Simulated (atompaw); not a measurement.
**Cutoff test, In (Z = 49), PAW (atompaw)**

```
Element                 : In (Z = 49)
Generator               : atompaw 4.2.0.5
Type                    : PAW
Functional              : PBEsol
Relativity              : scalar-relativistic
Frozen core             : [Kr]
Valence charge          : 13
Reference configuration : 4d10 5s2 5p1
Partial waves           : 5s (bound): rc 2.40 bohr; 5s channel at 0.4 Ry: rc 2.40 bohr; 5p (bound): rc 2.00 bohr; 5p channel at 0.8 Ry: rc 2.40 bohr; 4d (bound): rc 1.70 bohr; 4d channel at -1.05 Ry: rc 2.40 bohr
Local potential         : bessel scheme, radius 1.95 bohr
Core correction         : smooth core density matched at 1.25 bohr
Augmentation charge     : besselshape compensation charge, radius 2.40 bohr; PAW radius 2.40 bohr; waves and projectors: custom rrkj gramschmidtortho
```

The pseudo-atom Hamiltonian at the reference potential is diagonalised in spherical Bessel functions j_l(qr) that vanish at 20 bohr, with q² up to the cutoff. All-electron valence levels (Ry): 5s -0.6068, 5p -0.1851, 4d -1.3664.

How do the lowest levels (Ry) of each channel move with the cutoff, and are there ghosts?

```
cutoff (Ry)     s #1     p #1    p #2     d #1    f #1  Σ f·Δε (mRy)
          8  -0.6067  -0.1829  0.0265  -0.4554  0.1006        9113.3
         12  -0.6068  -0.1845  0.0263  -1.0336  0.1006        3329.1
         21  -0.6068  -0.1851  0.0263  -1.3331  0.1006         334.1
         30  -0.6068  -0.1851  0.0263  -1.3596  0.1006          69.0
         40  -0.6068  -0.1851  0.0263  -1.3656  0.1006           8.8
         50  -0.6068  -0.1852  0.0263  -1.3659  0.1006           5.3
         70  -0.6068  -0.1852  0.0263  -1.3663  0.1006           1.0
         90  -0.6068  -0.1852  0.0263  -1.3664  0.1006           0.4
        400  -0.6068  -0.1852  0.0263  -1.3664  0.1006           0.0
```

Result: no extra level below or beside the all-electron valence levels (s, p, d, f tested); 10 mRy is reached at 40 Ry and 1 mRy at 70 Ry.
